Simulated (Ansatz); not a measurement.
The same path of BClFH + H2S (7 atoms, charge 0, multiplicity 1) was run twice with different band settings. Lost on the way: B1–H2, S5–H7. Made: B1–S5, H2–H7.

Theory: RKS r2SCAN-D4/def2-SVP in Ansatz 0.2.0.

Relaxed end points:

```xyz
7
Properties=species:S:1:pos:R:3
B 0.074 0.297 -0.052
H 0.370 0.769 1.010
F 1.001 0.011 -0.951
Cl -1.618 0.320 -0.594
S 0.067 -2.294 1.076
H -0.427 -2.777 -0.086
H -1.173 -2.077 1.565
```

```xyz
7
Properties=species:S:1:pos:R:3
B 0.062 -0.716 -0.596
H -0.471 0.462 2.322
F 1.099 0.099 -0.538
Cl -1.493 -0.061 -1.100
S 0.322 -2.448 -0.164
H -0.957 -2.825 -0.371
H -0.267 -0.263 2.414
```

Common settings: movable images 7; climbing image yes; spring 5.0 eV/Å²; optimiser quadratic models (default); force threshold 0.03 eV/Å; iteration limit 60; end points relaxed.

| run | start path |
| --- | --- |
| 1 | through a guess of the saddle point |
| 2 | straight line |

Q: What does each run give, and how far can it be trusted?

A: Run 1: converged after 41 iterations, highest image 0.990 eV above the first end. A vibrational analysis at the climbing image gives one clearly imaginary mode, 873i cm⁻¹: a first-order saddle point.
Run 2: converged after 22 iterations, highest image 0.990 eV above the first end. Another band between the same ends (7 images) ends at a top of the same energy, where a vibrational analysis finds 1 clearly imaginary mode.
The orbitals stay closed-shell, which can raise the energy where a bond breaks towards radicals; this wasn't checked here.
